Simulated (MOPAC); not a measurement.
A run for MOPAC: PM3 on BrHSe2 (SMILES [SeH][Se]Br), a point of a torsion scan.

```
PM3 1SCF PRECISE CHARGE=0 THREADS=1
BrHSe2

Se    -1.36492542 1     0.57562841 1     0.52694504 1
Se     0.77824740 1     0.91121910 1    -0.34751927 1
Br     0.98939097 1     3.18757885 1    -0.13353184 1
H     -1.58885659 1    -0.57083222 1    -0.33407955 1
```

Output:

```
*******************************************************************************
 **                                                                           **
 **                              MOPAC v23.2.5                                **
 **                                                                           **
 *******************************************************************************
 ** MOPAC's Digital Object Identifier: https://doi.org/10.5281/zenodo.6511958 **
 **                                                                           **
 ** Please cite the open-source release paper for use of this MOPAC version:  **
 ** J. E. Moussa and J. J. P. Stewart (2026)                                  **
 ** MOPAC: An open-source semiempirical molecular orbital program             **
 ** J. Open Source Softw., 11(119), 8025, https://doi.org/10.21105/joss.08025 **
 *******************************************************************************

                              PM3 CALCULATION RESULTS

 *******************************************************************************
 *  PM3        - The PM3 Hamiltonian to be used
 *
 *
 *
 *                 CHARGE ON SYSTEM = 0
 *
 *
 *
 *  PRECISE    - TIGHTER CRITERIA TO BE USED
 *  1SCF       - DO 1 SCF AND THEN STOP
 *  THREADS=1  - MULTI-THREADING NOT USED
 *  T=         - A TIME OF 172800.0 SECONDS REQUESTED
 *  DUMP=N     - RESTART FILE WRITTEN EVERY 7200.0 SECONDS REQUESTED
 *******************************************************************************
PM3 1SCF PRECISE CHARGE=0 THREADS=1
 BrHSe2

   ATOM   CHEMICAL          X               Y               Z
  NUMBER   SYMBOL      (ANGSTROMS)     (ANGSTROMS)     (ANGSTROMS)

     1      Se         -1.36492542  *   0.57562841  *   0.52694504  *
     2      Se          0.77824740  *   0.91121910  *  -0.34751927  *
     3      Br          0.98939097  *   3.18757885  *  -0.13353184  *
     4       H         -1.58885659  *  -0.57083222  *  -0.33407955  *



          CARTESIAN COORDINATES

    NO.       ATOM           X           Y           Z

     1        Se         -1.3649      0.5756      0.5269
     2        Se          0.7782      0.9112     -0.3475
     3        Br          0.9894      3.1876     -0.1335
     4         H         -1.5889     -0.5708     -0.3341

  H: (PM3): J. J. P. STEWART, J. COMP. CHEM. 10, 209 (1989).
 Se: (PM3): J. J. P. STEWART, J. COMP. CHEM. 12, 320-341 (1991).
 Br: (PM3): J. J. P. STEWART, J. COMP. CHEM. 10, 209 (1989).

           Empirical Formula: H Se2 Br  =     4 atoms



      MOLECULAR POINT GROUP   :   C1


      RHF CALCULATION, NO. OF DOUBLY OCCUPIED LEVELS = 10


 -------------------------------------------------------------------------------
 PM3 1SCF PRECISE CHARGE=0 THREADS=1
 BrHSe2



     1SCF WAS SPECIFIED, SO BFGS WAS NOT USED
     SCF FIELD WAS ACHIEVED


                              PM3 CALCULATION
                                                       MOPAC v23.2.5 Linux




          FINAL HEAT OF FORMATION =          8.57740 KCAL/MOL =      35.88785 KJ/MOL


          COSMO AREA              =        121.66 SQUARE ANGSTROMS
          COSMO VOLUME            =        111.80 CUBIC ANGSTROMS

          IONIZATION POTENTIAL    =          9.392326 EV
          HOMO LUMO ENERGIES (EV) =         -9.392 -4.032
          NO. OF FILLED LEVELS    =         10
          MOLECULAR WEIGHT        =        238.8319         POINT GROUP:  C1

          MOLECULAR DIMENSIONS (Angstroms)

            Atom       Atom       Distance
            H     4   Br     3     4.56215
           Se     2   Se     1     1.83583
            H     4   Se     1     0.46135


          SCF CALCULATIONS        =          1





   ATOM   CHEMICAL          X               Y               Z
  NUMBER   SYMBOL      (ANGSTROMS)     (ANGSTROMS)     (ANGSTROMS)

     1      Se         -1.36492542  *   0.57562841  *   0.52694504  *
     2      Se          0.77824740  *   0.91121910  *  -0.34751927  *
     3      Br          0.98939097  *   3.18757885  *  -0.13353184  *
     4       H         -1.58885659  *  -0.57083222  *  -0.33407955  *

                             CARTESIAN COORDINATES

   1   Se       -1.364925420     0.575628410     0.526945040
   2   Se        0.778247400     0.911219100    -0.347519270
   3   Br        0.989390970     3.187578850    -0.133531840
   4    H       -1.588856590    -0.570832220    -0.334079550


           Empirical Formula: H Se2 Br  =     4 atoms



      MOLECULAR POINT GROUP   :   C1


                  EIGENVALUES
 -22.07991 -20.77804 -18.37971 -14.43604 -13.99161 -12.98031 -12.34401 -11.32188
 -11.05417  -9.39233  -4.03164  -3.12374  -0.76020


              NET ATOMIC CHARGES AND DIPOLE CONTRIBUTIONS

  ATOM NO.   TYPE          CHARGE      No. of ELECS.   s-Pop       p-Pop
    1         Se           0.016496        5.9835     1.90095     4.08256
    2         Se           0.048615        5.9514     1.95268     3.99871
    3         Br          -0.065663        7.0657     1.93059     5.13508
    4          H           0.000552        0.9994     0.99945
 DIPOLE           X         Y         Z       TOTAL
 POINT-CHG.    -0.243    -0.748     0.002     0.787
 HYBRID        -0.226    -0.463    -0.694     0.864
 SUM           -0.469    -1.211    -0.692     1.472


          ATOMIC ORBITAL ELECTRON POPULATIONS

     Atom    s        px        py        pz
    1 Se   1.90095   1.20861   1.38123   1.49272
    2 Se   1.95268   1.17855   0.96840   1.85176
    3 Br   1.93059   1.95318   1.19551   1.98638
    4  H   0.99945

 **********************
 *                    *
 * JOB ENDED NORMALLY *
 *                    *
 **********************




 == MOPAC DONE ==
```

The run finished.

Cost: around 0.020 core-seconds (rough).
